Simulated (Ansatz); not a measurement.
Born–Oppenheimer molecular dynamics of a periodic cell of 33 atoms, H20CO12 (contents 10 H2O + 1 CO2, density as packed 1.02 g/cm³ with natural masses). It goes on from the last frame of an earlier run, with new velocities.

Computed with DFT PBE-D3(BJ), scalar-relativistic, plane waves, PAW (Ansatz). Settings: cutoff 420 eV, k mesh 1x1x1, fermi-dirac smearing 0.05 eV, no spin polarisation.

* ensemble: NVE (velocity Verlet)
* time step: 0.75 fs
* steps asked: 400
* starting velocities drawn for: 250 K
* seed: 572824

Frames 7.5 fs apart, positions in Å, forces in eV/Å.

Velocities at 247.5 fs (Å/ps):

```
O 4.11 3.98 0.07
H 16.21 -14.45 1.81
H 7.85 6.45 -23.30
O 1.51 -1.43 3.66
H 1.00 3.82 -0.06
H 15.96 -15.80 -11.07
O -4.95 6.00 6.00
H 19.79 26.04 24.42
H -1.06 9.17 -15.51
O -3.50 0.36 -0.52
H -3.47 -12.28 -12.61
H -24.01 2.52 -16.88
O -2.91 0.20 -8.38
H -11.87 25.28 12.71
H -22.43 -11.46 35.82
O 0.44 0.23 -2.02
H 3.35 3.21 25.42
H -11.98 -16.11 -1.78
O -0.60 0.33 5.37
H -6.70 -16.30 -1.34
H -3.19 21.96 11.24
O 2.66 -4.94 4.98
H 10.76 20.12 -27.15
H 6.66 -25.67 -5.97
O 1.48 5.29 -3.98
H 14.34 -2.56 -11.66
H -20.48 34.85 11.86
O 2.35 -4.13 -5.15
H 0.16 -6.20 9.92
H 16.33 3.60 16.22
C -0.91 -1.31 0.48
O -4.64 -0.72 -0.24
O 4.28 -6.46 -1.54
```

```xyz
33
Lattice="7.1531 0.0000 0.0000 0.0000 7.1531 0.0000 0.0000 0.0000 7.1531" Properties=species:S:1:pos:R:3:forces:R:3 time_fs=247.5 energy_less_start_eV=-0.148 T=287
O 4.162 3.121 2.754 1.24 -0.49 -0.95
H 4.977 3.002 2.164 -1.27 0.09 0.76
H 4.401 2.701 3.607 0.15 -0.21 0.35
O 1.417 2.513 2.010 -1.79 0.19 0.02
H 2.356 2.396 2.100 1.42 0.03 0.33
H 1.004 2.107 2.803 0.54 -0.12 -0.38
O 2.608 0.869 6.360 -0.78 -0.66 -0.38
H 2.069 0.501 5.591 0.49 0.28 0.57
H 2.289 0.371 7.144 0.23 0.25 -0.44
O 3.119 5.478 2.252 -1.98 -1.15 -0.13
H 3.434 4.604 2.640 -0.06 0.50 -0.25
H 3.859 6.051 2.323 1.74 1.18 0.48
O 6.323 1.632 0.799 -1.73 0.31 -1.11
H 7.266 1.820 0.767 0.66 0.23 0.04
H 5.937 1.901 -0.098 0.64 -0.54 1.22
O 5.568 -0.315 2.999 0.41 0.32 -0.90
H 5.525 0.496 2.411 0.40 -1.01 0.19
H 6.109 -1.011 2.477 -0.39 0.65 0.33
O 5.019 8.668 5.048 0.33 1.48 0.14
H 5.321 7.920 4.548 0.52 -1.16 -0.80
H 4.260 8.328 5.521 -1.17 -0.24 0.77
O -0.237 4.972 1.528 0.77 -0.79 0.25
H 0.392 4.208 1.659 -0.22 0.70 0.18
H -0.935 4.569 0.988 -0.61 0.20 -0.49
O 1.344 7.242 3.884 -0.46 0.48 0.49
H 0.369 7.104 3.849 0.46 -0.20 -0.27
H 1.778 6.631 3.255 0.01 -0.36 -0.11
O 4.431 4.510 0.067 -0.98 0.82 -1.43
H 3.677 4.928 0.585 0.74 -0.39 -0.08
H 4.210 4.769 -0.885 0.52 -0.59 1.55
C 1.170 3.639 5.199 2.33 -0.28 -0.14
O 2.295 3.951 4.958 -2.03 -0.04 0.34
O 0.119 3.197 5.454 -0.13 0.51 -0.14
33
Lattice="7.1531 0.0000 0.0000 0.0000 7.1531 0.0000 0.0000 0.0000 7.1531" Properties=species:S:1:pos:R:3:forces:R:3 time_fs=255.0 energy_less_start_eV=0.028 T=246
O 4.203 3.143 2.746 0.76 -1.27 1.29
H 4.964 2.918 2.167 -0.21 0.09 -0.15
H 4.459 2.682 3.630 -0.43 0.63 -1.01
O 1.427 2.507 2.031 -0.25 -0.81 1.03
H 2.402 2.478 2.122 0.17 0.26 -0.15
H 1.154 1.887 2.781 0.30 0.59 -0.92
O 2.581 0.924 6.407 -1.32 -1.27 -1.01
H 2.079 0.593 5.549 0.88 0.44 1.84
H 2.245 0.356 7.161 0.40 0.74 -1.16
O 3.075 5.481 2.243 -0.04 1.05 -0.40
H 3.447 4.620 2.545 0.10 -0.26 0.41
H 3.845 6.101 2.319 -0.25 -0.30 0.26
O 6.297 1.627 0.759 -1.75 0.25 -0.96
H 7.182 2.045 0.806 -0.20 0.03 -0.38
H 5.760 1.877 -0.092 1.79 -0.42 1.65
O 5.572 -0.320 2.988 -0.13 1.40 -0.45
H 5.652 0.516 2.424 0.11 -1.22 0.24
H 6.016 -1.029 2.467 0.42 -0.17 -0.21
O 5.015 8.668 5.084 -0.79 1.34 0.75
H 5.219 7.865 4.617 0.25 -1.18 -0.57
H 4.199 8.476 5.614 0.08 -0.11 -0.17
O -0.228 4.928 1.557 1.63 -0.23 0.52
H 0.585 4.329 1.562 -1.28 0.62 0.23
H -0.876 4.541 0.965 -0.61 -0.33 -0.73
O 1.350 7.298 3.868 -0.27 -1.54 -1.86
H 0.386 7.049 3.739 0.81 0.36 0.32
H 1.798 6.654 3.169 -0.51 1.14 1.64
O 4.447 4.478 0.039 0.76 0.00 -1.98
H 3.780 4.844 0.643 -0.50 0.50 -0.14
H 4.317 4.818 -0.908 -0.07 -0.53 2.06
C 1.188 3.615 5.203 -1.77 -1.39 0.46
O 2.251 3.953 4.957 2.59 1.32 -0.58
O 0.144 3.155 5.442 -0.65 0.27 0.13
33
Lattice="7.1531 0.0000 0.0000 0.0000 7.1531 0.0000 0.0000 0.0000 7.1531" Properties=species:S:1:pos:R:3:forces:R:3 time_fs=262.5 energy_less_start_eV=-0.195 T=298
O 4.255 3.142 2.747 -1.52 0.28 2.03
H 4.882 2.865 2.102 1.42 -0.73 -1.06
H 4.451 2.713 3.637 0.16 0.12 -0.93
O 1.442 2.492 2.062 1.17 0.05 0.10
H 2.429 2.691 2.089 -1.03 -0.37 0.11
H 1.348 1.687 2.635 0.09 0.37 -0.12
O 2.550 0.977 6.441 -0.63 -0.90 -0.10
H 2.093 0.649 5.619 0.12 0.15 0.34
H 2.213 0.363 7.144 0.40 0.72 -0.56
O 3.029 5.499 2.223 1.68 1.92 0.51
H 3.428 4.667 2.562 -0.13 -0.66 0.23
H 3.834 6.115 2.464 -1.39 -0.83 -0.59
O 6.252 1.620 0.741 -0.34 1.09 -1.37
H 7.014 2.248 0.742 -0.02 -0.64 0.54
H 5.859 1.849 -0.166 0.25 -0.78 1.13
O 5.578 -0.316 2.969 0.23 0.24 -0.47
H 5.833 0.376 2.320 -0.40 0.64 -0.01
H 6.037 -1.043 2.493 0.27 -1.00 0.17
O 4.998 8.675 5.120 -1.32 -0.47 0.45
H 5.092 7.779 4.710 0.10 0.60 0.07
H 4.143 8.583 5.663 0.88 -0.01 -0.51
O -0.220 4.886 1.582 0.34 0.28 0.11
H 0.654 4.422 1.591 -0.97 -0.01 -0.07
H -0.819 4.577 0.870 0.24 -0.12 0.00
O 1.348 7.346 3.836 1.02 -0.57 -0.65
H 0.418 7.065 3.726 0.05 -0.15 -0.05
H 1.930 6.694 3.304 -1.07 0.55 0.70
O 4.481 4.436 0.013 0.39 0.40 -1.63
H 3.838 4.872 0.585 -0.50 0.34 0.74
H 4.312 4.889 -0.859 0.33 -0.73 0.90
C 1.190 3.552 5.213 1.73 0.56 -0.68
O 2.256 3.986 4.946 -0.82 -0.22 0.36
O 0.139 3.119 5.437 -0.73 -0.14 0.31
33
Lattice="7.1531 0.0000 0.0000 0.0000 7.1531 0.0000 0.0000 0.0000 7.1531" Properties=species:S:1:pos:R:3:forces:R:3 time_fs=270.0 energy_less_start_eV=-0.030 T=259
O 4.298 3.140 2.751 -0.63 0.31 0.03
H 4.870 2.750 2.086 0.51 -0.13 -0.99
H 4.564 2.671 3.553 -0.01 -0.32 0.98
O 1.467 2.476 2.094 0.71 1.45 -0.73
H 2.398 2.829 2.085 -0.62 -0.61 0.09
H 1.545 1.607 2.496 -0.07 -0.80 0.70
O 2.515 1.023 6.460 1.47 1.08 1.95
H 2.081 0.717 5.704 -1.53 -1.03 -2.52
H 2.219 0.450 7.174 -0.07 -0.08 0.34
O 3.003 5.531 2.213 0.39 0.14 0.48
H 3.272 4.649 2.606 0.21 0.75 -0.20
H 3.724 6.160 2.503 -0.13 -0.67 -0.26
O 6.201 1.628 0.718 0.44 -0.11 2.67
H 6.943 2.251 0.874 -0.15 -0.43 -0.38
H 5.910 1.630 -0.177 -0.32 0.33 -1.90
O 5.601 -0.313 2.926 -0.33 -1.42 1.46
H 5.833 0.333 2.264 0.43 0.69 -1.27
H 6.044 -1.180 2.687 -0.18 0.68 -0.46
O 4.963 8.681 5.162 -0.15 -1.25 -0.48
H 5.040 7.765 4.734 -0.11 1.46 0.51
H 4.133 8.656 5.700 0.12 -0.24 -0.15
O -0.221 4.861 1.609 -0.64 0.02 -1.03
H 0.591 4.344 1.631 0.33 -0.35 0.27
H -0.689 4.584 0.770 0.03 0.38 0.94
O 1.355 7.394 3.800 -0.20 1.58 0.89
H 0.461 7.061 3.717 -1.03 -0.04 -0.05
H 1.882 6.683 3.484 1.23 -1.65 -0.88
O 4.516 4.402 -0.015 0.02 0.03 0.88
H 3.926 4.894 0.609 0.21 -0.19 0.01
H 4.362 4.846 -0.844 -0.10 0.22 -0.88
C 1.224 3.498 5.205 -1.73 0.09 0.05
O 2.250 4.017 4.942 -0.66 -0.62 0.31
O 0.126 3.083 5.438 2.54 0.74 -0.39
33
Lattice="7.1531 0.0000 0.0000 0.0000 7.1531 0.0000 0.0000 0.0000 7.1531" Properties=species:S:1:pos:R:3:forces:R:3 time_fs=277.5 energy_less_start_eV=-0.128 T=282
O 4.341 3.126 2.756 0.06 0.03 -2.16
H 4.847 2.713 1.981 -0.54 0.59 1.01
H 4.609 2.650 3.541 0.30 -0.67 1.12
O 1.497 2.467 2.116 0.14 0.45 -0.43
H 2.411 2.808 2.119 0.23 0.12 -0.08
H 1.641 1.586 2.502 -0.47 -0.43 0.53
O 2.482 1.070 6.472 0.46 0.75 -0.91
H 1.977 0.724 5.716 -0.22 -0.23 -0.30
H 2.216 0.569 7.230 -0.35 -0.60 0.95
O 2.978 5.574 2.211 -0.57 -1.87 0.41
H 3.236 4.698 2.652 -0.26 0.87 -0.62
H 3.732 6.097 2.462 1.33 1.08 0.31
O 6.137 1.628 0.716 0.38 0.10 2.26
H 6.963 2.132 0.885 -0.13 -0.34 -0.12
H 6.035 1.534 -0.218 -0.34 0.08 -1.75
O 5.624 -0.312 2.896 0.59 -0.90 -0.49
H 5.843 0.218 2.082 -0.14 0.02 0.34
H 6.045 -1.215 2.663 -0.40 0.94 0.03
O 4.922 8.688 5.207 0.96 -0.86 -1.12
H 5.010 7.831 4.696 -0.12 0.97 0.47
H 4.105 8.621 5.715 -0.81 -0.24 0.45
O -0.218 4.839 1.629 -1.31 1.13 -0.87
H 0.466 4.200 1.762 0.92 -1.16 0.17
H -0.698 4.637 0.779 0.17 -0.04 0.80
O 1.368 7.436 3.771 -0.69 0.43 0.60
H 0.431 7.156 3.695 -0.16 0.38 -0.05
H 1.825 6.624 3.547 0.81 -0.90 -0.55
O 4.553 4.376 -0.042 0.63 -0.80 3.02
H 4.057 4.881 0.662 0.10 -0.21 -0.91
H 4.405 4.746 -0.875 -0.71 1.13 -2.07
C 1.222 3.461 5.190 1.36 1.58 -0.38
O 2.219 4.027 4.949 0.29 -0.32 -0.05
O 0.170 3.063 5.431 -1.51 -1.06 0.39
33
Lattice="7.1531 0.0000 0.0000 0.0000 7.1531 0.0000 0.0000 0.0000 7.1531" Properties=species:S:1:pos:R:3:forces:R:3 time_fs=285.0 energy_less_start_eV=-0.193 T=298
O 4.378 3.109 2.756 0.29 -0.44 -1.23
H 4.848 2.736 1.924 -0.54 0.40 1.71
H 4.628 2.606 3.575 0.01 0.09 -0.51
O 1.537 2.463 2.129 -1.32 -1.13 0.29
H 2.450 2.755 2.140 0.96 0.08 0.12
H 1.514 1.600 2.682 0.26 1.05 -0.44
O 2.448 1.117 6.472 -1.27 -0.82 -2.41
H 1.852 0.672 5.736 1.41 0.95 1.49
H 2.201 0.692 7.294 -0.16 -0.25 0.60
O 2.964 5.617 2.221 -0.09 -0.44 0.26
H 3.217 4.752 2.624 -0.12 -0.05 -0.15
H 3.790 6.101 2.380 0.58 0.64 0.19
O 6.073 1.621 0.731 0.83 -0.15 -1.26
H 7.000 1.916 0.870 -0.10 -0.01 0.46
H 6.080 1.565 -0.282 -0.82 0.08 1.11
O 5.650 -0.318 2.859 0.21 0.70 -1.67
H 5.800 0.174 1.968 -0.32 -0.15 1.42
H 6.038 -1.191 2.583 0.22 -0.31 0.24
O 4.884 8.694 5.247 -0.04 0.07 -0.03
H 4.975 7.943 4.644 0.21 -0.39 -0.30
H 4.042 8.506 5.728 -0.10 0.14 0.10
O -0.211 4.823 1.645 0.02 0.12 -0.12
H 0.251 3.997 1.881 0.21 -0.12 0.11
H -0.790 4.593 0.893 -0.20 -0.09 -0.07
O 1.378 7.463 3.753 -0.08 -1.27 -0.04
H 0.382 7.394 3.645 0.92 -0.54 -0.04
H 1.831 6.578 3.446 -1.05 1.58 0.06
O 4.606 4.347 -0.058 -0.17 0.56 1.81
H 4.069 4.930 0.546 0.31 -0.68 -0.07
H 4.326 4.701 -0.886 -0.20 0.18 -1.63
C 1.231 3.471 5.170 -1.32 -0.03 0.55
O 2.210 4.035 4.952 1.85 0.76 -0.51
O 0.190 3.018 5.432 -0.40 -0.52 -0.05
```

Of the whole run (300 fs, mean temperature of the second half 289 K): The conserved energy stayed within 0.48 meV per atom of its start (net change 0.12 meV per atom), so the integration is sound. A run of 0.3 ps of so small a system gives no equilibrium averages. Limits of this set-up: coarse k mesh.

The run took 4.1 min on 1 thread of AMD EPYC 9R45 (Zen 5), on a shared host, peak memory 0.47 GiB.
